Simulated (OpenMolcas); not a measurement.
Ru2+ (d6) among equal point charges was computed by CASSCF with the d shell active (OpenMolcas, ANO-RCC-VDZP on the metal). Its lowest spin-free states, and all those of the highest spin:

```json
{"2S+1": "1", "Degeneracy": "1", "E (cm-1)": "0.0"}
{"2S+1": "5", "Degeneracy": "1", "E (cm-1)": "7130"}
{"2S+1": "3", "Degeneracy": "1", "E (cm-1)": "8385"}
{"2S+1": "3", "Degeneracy": "2", "E (cm-1)": "10145"}
{"2S+1": "5", "Degeneracy": "2", "E (cm-1)": "13012"}
{"2S+1": "3", "Degeneracy": "2", "E (cm-1)": "14200"}
{"2S+1": "3", "Degeneracy": "1", "E (cm-1)": "15054"}
{"2S+1": "1", "Degeneracy": "1", "E (cm-1)": "15525"}
{"2S+1": "1", "Degeneracy": "2", "E (cm-1)": "17576"}
{"2S+1": "3", "Degeneracy": "1", "E (cm-1)": "25715"}
{"2S+1": "1", "Degeneracy": "2", "E (cm-1)": "25892"}
{"2S+1": "3", "Degeneracy": "2", "E (cm-1)": "26395"}
{"2S+1": "5", "Degeneracy": "2", "E (cm-1)": "36493"}
```

Task: Is the site octahedral, tetrahedral or cube-like, axial, or of lower symmetry?

Result: The states with 2S+1 = 5 have orbital degeneracies 1, 2, 2. There are pairs but no triples, so the site is axial: not cubic, but with a proper or improper axis of order three or more. The run had Ru2+ among 6 point charges of -1.7 e arranged as a trigonal antiprism (D3d), 1.72 Å from the ion, with a polar angle of 60.2° against the regular 54.74°. The active orbitals were held to one l.

Without dynamic correlation the repulsion within the d shell is too large (B by tens of per cent), so at a given field states of lower spin stand too high. This shell can be high or low spin here, a state of another spin lies low, and with metal d orbitals alone active their balance is uncertain, so the ground spin may be wrong, although the usual error favours high spin. This is an electrostatic model: the charges have no orbitals. No measured value stands beside these numbers.
